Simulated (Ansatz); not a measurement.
Reaction (ligand exchange at the Si–S bond): `NC[SiH2]S` + PH₃ → `NC[SiH2]P` + H₂S

Gas-phase electronic energies from Ansatz, PBE0-D4/def2-TZVP geometries. CCSD(T)/CBS is the MP2 limit (def2-TZVPP, def2-QZVPP) plus CCSD(T) − MP2 in def2-TZVPP, frozen cores. This one scheme is used for every species. DFT in def2-TZVPP. B3LYP here is the variant with VWN-RPA as its local correlation; programs differ in this. One conformer a species, not always the lowest.

```json
{"level": "B3LYP-D4", "ΔE (kcal/mol)": "9.2"}
{"level": "ωB97X-V", "ΔE (kcal/mol)": "9.4"}
{"level": "ωB97M-V", "ΔE (kcal/mol)": "9.9"}
{"level": "B2PLYP", "ΔE (kcal/mol)": "10.1"}
{"level": "r2SCAN", "ΔE (kcal/mol)": "9.3"}
{"level": "CCSD/def2-TZVPP", "ΔE (kcal/mol)": "9.6"}
{"level": "CCSD(T)/def2-TZVPP", "ΔE (kcal/mol)": "9.3"}
{"level": "CCSD/CBS(def2)", "ΔE (kcal/mol)": "9.6"}
```

(1) What does CCSD(T)/CBS give? (An estimate is asked.)

Largest T1 diagnostic among the species: 0.013.

## Answers

(1) Computed: +9.3 kcal/mol. The listed levels differ from it by -0.1, 0.1, 0.6, 0.8, 0.0, 0.3, 0.0, 0.3 kcal/mol.

The D4 term adds −0.8 kcal/mol with B3LYP and −0.5 kcal/mol with PBE0; it sums over pairs of atoms, weighted by their polarisabilities, and B3LYP, whose exchange is more repulsive, gets the larger term. In def2-TZVPP, CCSD(T) changes the Hartree–Fock value by −2.4 kcal/mol (the triples alone add −0.3 kcal/mol) and MP2 by −1.8 kcal/mol.
